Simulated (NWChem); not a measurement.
System: SiAsH$_{5}$O; SMILES [AsH2][SiH2]O

```xyz
8

Si    -0.5650     1.1613    -0.0046
O      0.7047     2.2402     0.0601
As     0.0466    -1.1307     0.0113
H     -1.3839     1.4342     1.2076
H     -1.4020     1.3601    -1.2312
H      1.3680     2.1671    -0.6323
H      1.1521    -0.8868     1.0333
H      0.9999    -0.9397    -1.1664
```
Atoms are numbered in this order, from 1.

Results from NWChem. The geometry was optimised at PBE0/def2-SVP. Level B3LYP/def2-SVP: energy and gradient on several grids; changes count from the extra-fine grid, which is no exact limit either.

Q: Which is the coarsest grid (xcoarse; coarse; fine; medium; xfine) from which on the energy stays within 500 μHa and each gradient component within 500 μHa/bohr of xfine?

A: coarse.
| grid | size of the energy change (μHa) | largest change of a gradient component (μHa/bohr) |
|---|---|---|
| xcoarse | 2000 | 10000 |
| coarse | 200 | 300 |
| medium | 20 | 90 |
| fine | < 10 | < 30 |
| xfine | < 10 | < 30 |
